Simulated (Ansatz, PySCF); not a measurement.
Complex: HCl (SMILES Cl) (first 2 atoms) with SiH4 (SMILES [SiH4]); geometry from B3LYP-D3(BJ)/def2-TZVP, rigid monomers moved along the line of their centres of mass till Cl1···Si3 is 3.39 Å.
(charge 0, multiplicity 1):
```xyz
7

Cl    -0.06854    -0.33803    -0.32481
H     -0.67544    -1.32229     0.22906
Si     0.00902     0.10444     3.03703
H      0.82492     1.21397     2.50016
H     -1.37198     0.19551     2.51205
H     -0.02618     0.18206     4.51580
H      0.59864    -1.19247     2.63367
```

Quantity: the interaction energy.

Monomers are frozen at their geometry in the pair; levels with a basis set take the counterpoise correction.

Correlated levels freeze the cores. CBS(a, b) extrapolates the correlation energy as X⁻³ and adds the Hartree–Fock energy of set b.

Programs: Ansatz (an electronic-structure program); PySCF for the dispersion terms. 

Costs are ratios of core time to PBE/def2-TZVPPD (roughly 2.7 s), for whole runs (searches for the state included, and forces where a run took them) on one shared machine, so rough; each difference counts from -1.2 kJ/mol (CCSD(T)/CBS(aug-cc-pV(D+d)Z, aug-cc-pV(T+d)Z), a level with limits of its own).

A star marks coupled-cluster runs past 200 virtual orbitals, where the program's memory plan changes under this machine's limit, so their costs aren't comparable with smaller runs.

| level | basis functions | cost |
|---|---|---|
| PBE/def2-TZVPPD | 184 | ×1 |
| PBE-D3(BJ)/def2-TZVPPD | 184 | ×1 |
| PBE0/def2-TZVPPD | 184 | ×1 |
| PBE0-D3(BJ)/def2-TZVPPD | 184 | ×1 |
| B3LYP/def2-TZVPPD | 184 | ×2 |
| B3LYP-D3(BJ)/def2-TZVPPD | 184 | ×2 |
| r2SCAN/def2-TZVPPD | 184 | ×2 |
| r2SCAN-D3(BJ)/def2-TZVPPD | 184 | ×2 |
| wB97X-V/def2-TZVPPD | 184 | ×4 |
| CCSD(T)/aug-cc-pV(D+d)Z | 109 | ×4 |
| wB97M-V/def2-TZVPPD | 184 | ×4 |
| CCSD(T)/aug-cc-pV(T+d)Z | 225 | ×200* |

Task: With a budget of 30 times the cost of PBE/def2-TZVPPD, which level comes closest?

Result: r2SCAN-D3(BJ)/def2-TZVPPD, at 0.0 kJ/mol; next is B3LYP-D3(BJ)/def2-TZVPPD at 0.1 kJ/mol.

Each difference (kJ/mol): PBE/def2-TZVPPD 4.0; PBE-D3(BJ)/def2-TZVPPD -0.7; PBE0/def2-TZVPPD 3.8; PBE0-D3(BJ)/def2-TZVPPD -0.6; B3LYP/def2-TZVPPD 8.4; B3LYP-D3(BJ)/def2-TZVPPD 0.1; r2SCAN/def2-TZVPPD 1.5; r2SCAN-D3(BJ)/def2-TZVPPD 0.0; wB97X-V/def2-TZVPPD 0.4; CCSD(T)/aug-cc-pV(D+d)Z 3.8; wB97M-V/def2-TZVPPD -0.2; CCSD(T)/aug-cc-pV(T+d)Z 1.0.
